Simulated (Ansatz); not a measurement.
Spectroscopic constants of InI, closed-shell singlet (the spin of the measured ground state). No spin–orbit coupling.

The constants come from a fifth-degree fit in 1/R (seven points, main isotopes). Runs in def2 and cc sets follow the lowest solution found near the PBE0 minimum. The singlet is held restricted.

Programs: Ansatz (a first-principles code).  In def2 rows elements past Kr take small-core potentials, without spin–orbit coupling.

Energies at B3LYP/def2-TZVPP:

| R (Å) | E (hartree) |
|---|---|
| 2.577830 | -488.08816971 |
| 2.647126 | -488.09246149 |
| 2.710879 | -488.09474907 |
| 2.782947 | -488.09581295 |
| 2.855016 | -488.09560193 |
| 2.938171 | -488.09414493 |
| 3.035186 | -488.09123665 |

Task: With a reduced mass of 60.3032 u, find the minimum, the force constant and the constants.

Result: A fifth-degree polynomial in 1/R puts the minimum at r_e = 2.8050 Å with force constant 98.6 N/m. Then ω_e = (1/2πc)√(k/μ) = 167 cm⁻¹ and B_e = h/(8π²cμr_e²) = 0.03553 cm⁻¹; the cubic and quartic terms give α_e = 0.00010 and ω_e x_e = 0.34 cm⁻¹.
